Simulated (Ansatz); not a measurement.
Ideal-gas functions of CH3F3SZr (`C[S][Zr]([F])([F])[F]`) at 600 K and 1 bar, from an Ansatz frequency run at PBE0-D4/def2-TZVP.

Molar mass 195.32 g/mol, point group Cs (symmetry number 1), electronic degeneracy 1, moments of inertia 213.795, 375.954, 407.076 u Å². Harmonic wavenumbers (cm⁻¹, unscaled): 63, 95, 96, 128, 140, 163, 165, 171, 414, 661, 669, 680, 707, 955, 985, 1374, 1441, 1486, 3014, 3122, 3176.

Use S(trans) = R[1.5 ln M + 2.5 ln T − 1.1517]; rotational temperatures θ = 24.2544 K / I; S(rot) = R[ln(√π/σ · √(T³/θAθBθC)) + 1.5]; for each mode x = 1.438777 ν̃/T, S = R[x/(eˣ − 1) − ln(1 − e⁻ˣ)] and H = RT x/(eˣ − 1); 1 cm⁻¹ = 0.0119627 kJ/mol; R = 8.31446 J/(mol·K).

Problem. By hand: the entropy, in J/(mol·K).

Solution. Translation 189.2. Rotation: θ = 0.1134, 0.0645, 0.0596 K, giving 129.2. Vibration, mode by mode: 24.04, 20.63, 20.54, 18.17, 17.43, 16.18, 16.08, 15.78, 8.71, 5.30, 5.22, 5.11, 4.85, 3.03, 2.87, 1.37, 1.20, 1.10, 0.05, 0.04, 0.04, in all 187.8. Electronic 0.0. Sum 506.2 J/(mol·K).

Problem. By hand: H − E and G − E in kJ/mol, counted from the electronic energy.

Solution. Zero-point energy ½ × 19705 × 0.0119627 = 117.9; thermal vibration 49.3; translation, rotation and pV give 4 RT = 20.0. H − E = 187.2 kJ/mol, and G − E = 187.2 − 600 × 506.2/1000 = -116.5 kJ/mol.

Vibration gives 37 % of the entropy, 100.8 J/(mol·K) of it from the modes under 150 cm⁻¹: soft modes count most, and the harmonic formula is weakest for them. The sum counts one conformer and one mirror image; others add a mixing term.
